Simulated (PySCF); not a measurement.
**Electronic structure of Rh²⁺ (rhodium, charge +2) at the UHF level**

Configuration: [Kr] 4d6 5s1, high-spin 6D determinant (an excited configuration). Computed with PySCF 2.14 in aug-cc-pwCVTZ-DK, with the spin-free X2C one-electron Hamiltonian (Gaussian nucleus).

| Quantity | Value |
| --- | --- |
| Total energy | -4780.047952 hartree |
| One-electron energy | -6553.0133 hartree |
| Hartree (Coulomb) energy | 1909.9996 hartree |
| Exchange energy | -137.0343 hartree |
| ⟨S²⟩ | 8.7525 |
| ⟨L²⟩ | 6.028 |
| Sum of ⟨r⟩ | 27.19 bohr |
| Sum of ⟨r²⟩ | 34.46 bohr² |
| Traceless quadrupole moment −½Σ⟨3z² − r²⟩ along its main axis | 0.504 e·bohr² |
| Langevin diamagnetic susceptibility | -27.3 ×10⁻⁶ cm³/mol |

```json
{"shell": "1s α", "electrons": "1", "mean orbital energy (eV)": "-23365.9", "spread (eV)": "0", "rms radius, mean of both spins (bohr)": "0.0375"}
{"shell": "1s β", "electrons": "1", "mean orbital energy (eV)": "-23365.8", "spread (eV)": "0", "rms radius, mean of both spins (bohr)": "0.0375"}
{"shell": "2s α", "electrons": "1", "mean orbital energy (eV)": "-3493.1", "spread (eV)": "0", "rms radius, mean of both spins (bohr)": "0.154"}
{"shell": "2s β", "electrons": "1", "mean orbital energy (eV)": "-3491.7", "spread (eV)": "0", "rms radius, mean of both spins (bohr)": "0.154"}
{"shell": "2p α", "electrons": "3", "mean orbital energy (eV)": "-3128.0", "spread (eV)": "0.347", "rms radius, mean of both spins (bohr)": "0.137"}
{"shell": "2p β", "electrons": "3", "mean orbital energy (eV)": "-3126.7", "spread (eV)": "0.040", "rms radius, mean of both spins (bohr)": "0.137"}
{"shell": "3s α", "electrons": "1", "mean orbital energy (eV)": "-681.64", "spread (eV)": "0", "rms radius, mean of both spins (bohr)": "0.415"}
{"shell": "3s β", "electrons": "1", "mean orbital energy (eV)": "-680.83", "spread (eV)": "0", "rms radius, mean of both spins (bohr)": "0.415"}
{"shell": "3p α", "electrons": "3", "mean orbital energy (eV)": "-558.18", "spread (eV)": "0.664", "rms radius, mean of both spins (bohr)": "0.418"}
{"shell": "3p β", "electrons": "3", "mean orbital energy (eV)": "-557.34", "spread (eV)": "0.436", "rms radius, mean of both spins (bohr)": "0.418"}
{"shell": "3d α", "electrons": "5", "mean orbital energy (eV)": "-360.99", "spread (eV)": "0.796", "rms radius, mean of both spins (bohr)": "0.403"}
{"shell": "3d β", "electrons": "5", "mean orbital energy (eV)": "-359.14", "spread (eV)": "1.275", "rms radius, mean of both spins (bohr)": "0.403"}
{"shell": "4s α", "electrons": "1", "mean orbital energy (eV)": "-130.80", "spread (eV)": "0", "rms radius, mean of both spins (bohr)": "1.04"}
{"shell": "4s β", "electrons": "1", "mean orbital energy (eV)": "-123.07", "spread (eV)": "0", "rms radius, mean of both spins (bohr)": "1.04"}
{"shell": "4p α", "electrons": "3", "mean orbital energy (eV)": "-93.495", "spread (eV)": "1.654", "rms radius, mean of both spins (bohr)": "1.15"}
{"shell": "4p β", "electrons": "3", "mean orbital energy (eV)": "-84.048", "spread (eV)": "1.394", "rms radius, mean of both spins (bohr)": "1.15"}
{"shell": "4d α", "electrons": "5", "mean orbital energy (eV)": "-38.292", "spread (eV)": "1.955", "rms radius, mean of both spins (bohr)": "1.50"}
{"shell": "4d β", "electrons": "1", "mean orbital energy (eV)": "-33.857", "spread (eV)": "0", "rms radius, mean of both spins (bohr)": "1.50"}
{"shell": "5s α", "electrons": "1", "mean orbital energy (eV)": "-24.757", "spread (eV)": "0", "rms radius, mean of both spins (bohr)": "2.79"}
```

Densities and radii are taken from the X2C orbitals without a picture-change correction, which distorts them close to the nucleus.

Spin-orbit constants ζ (cm⁻¹) from the X2C one-electron operator on these orbitals: bare nucleus, nucleus screened by l(l+1)(2l+1)/3 electrons, and screened by the Breit-Pauli mean field of the electrons.

| shell | bare | screened nucleus | mean field |
| --- | --- | --- | --- |
| 2p | 783300 | 748500 | n/a |
| 3p | 136500 | 130400 | n/a |
| 3d | 19840 | 15430 | n/a |
| 4p | 20180 | 19290 | n/a |
| 4d | 1888 | 1468 | n/a |

To first order the Landé constant is A = -293.7 cm⁻¹, so the lowest level has J = 9/2 and lies 0.182 eV below the centre of the term. This holds in LS coupling only.
